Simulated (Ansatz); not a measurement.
`BC([SiH3])[SiH2]F` + `CN[SiH2]N` → `BN(C)[SiH2]N` + `F[SiH2]C[SiH3]`  (ligand exchange at a B–C bond)

Gas-phase electronic energies from Ansatz, PBE0-D4/def2-TZVP geometries. CCSD(T)/CBS is the MP2 limit (def2-TZVPP, def2-QZVPP) plus CCSD(T) − MP2 in def2-TZVPP, frozen cores. DFT in def2-TZVPP. B3LYP here is the variant with VWN-RPA as its local correlation; programs differ in this. One conformer a species, not always the lowest.

```json
{"level": "r2SCAN-D4", "ΔE (kJ/mol)": "-112.1", "difference from CCSD(T)/CBS": "-0.9"}
{"level": "PBE0-D4", "ΔE (kJ/mol)": "-109.5", "difference from CCSD(T)/CBS": "1.7"}
{"level": "B3LYP-D4", "ΔE (kJ/mol)": "-116.6", "difference from CCSD(T)/CBS": "-5.4"}
{"level": "ωB97X-V", "ΔE (kJ/mol)": "-111.5", "difference from CCSD(T)/CBS": "-0.3"}
{"level": "ωB97M-V", "ΔE (kJ/mol)": "-112.2", "difference from CCSD(T)/CBS": "-1.0"}
{"level": "B2PLYP", "ΔE (kJ/mol)": "-116.9", "difference from CCSD(T)/CBS": "-5.7"}
{"level": "PBE", "ΔE (kJ/mol)": "-112.0", "difference from CCSD(T)/CBS": "-0.8"}
{"level": "B3LYP", "ΔE (kJ/mol)": "-117.1", "difference from CCSD(T)/CBS": "-5.9"}
{"level": "HF/def2-TZVPP", "ΔE (kJ/mol)": "-112.8", "difference from CCSD(T)/CBS": "-1.6"}
{"level": "SCS-MP2/def2-TZVPP", "ΔE (kJ/mol)": "-115.3", "difference from CCSD(T)/CBS": "-4.1"}
{"level": "CCSD/def2-TZVPP", "ΔE (kJ/mol)": "-114.1", "difference from CCSD(T)/CBS": "-2.9"}
{"level": "CCSD(T)/def2-TZVPP", "ΔE (kJ/mol)": "-115.3", "difference from CCSD(T)/CBS": "-4.1"}
{"level": "HF/def2-QZVPP", "ΔE (kJ/mol)": "-112.2", "difference from CCSD(T)/CBS": "-1.0"}
{"level": "MP2/def2-QZVPP", "ΔE (kJ/mol)": "-112.0", "difference from CCSD(T)/CBS": "-0.8"}
{"level": "MP2/CBS(def2)", "ΔE (kJ/mol)": "-110.4", "difference from CCSD(T)/CBS": "0.8"}
{"level": "CCSD/CBS(def2)", "ΔE (kJ/mol)": "-110.1", "difference from CCSD(T)/CBS": "1.1"}
{"level": "CCSD(T)/CBS", "ΔE (kJ/mol)": "-111.2", "difference from CCSD(T)/CBS": "0"}
```

Largest T1 diagnostic among the species: 0.012.
